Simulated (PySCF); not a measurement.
A structure optimised at B3LYP-D3(BJ)/def2-SVP, used in a PySCF frequency run:

```
C
F 1 1.3864
C 1 1.5041 2 115.67
H 3 1.0933 1 115.31 2 2.26
H 3 1.0939 4 115.25 1 -144.00
C 1 1.5041 2 115.67 3 -67.55
H 6 1.0933 1 115.31 2 -2.26
H 6 1.0939 7 115.25 1 144.00
Si 1 1.8728 2 111.47 6 -146.23
F 9 1.6342 1 105.20 2 180.00
H 9 1.4854 10 108.62 1 -119.49
H 9 1.4854 11 111.16 10 119.45
```
Charge 0, spin multiplicity 1.

Task: Write its SMILES, formula and point group.

Result: F[SiH2]C1(F)CC1, C3H6F2Si, Cs

Task: What are its rotational constants (standard atomic weights)?

Result: 4.4454, 2.2064, 1.7053 GHz
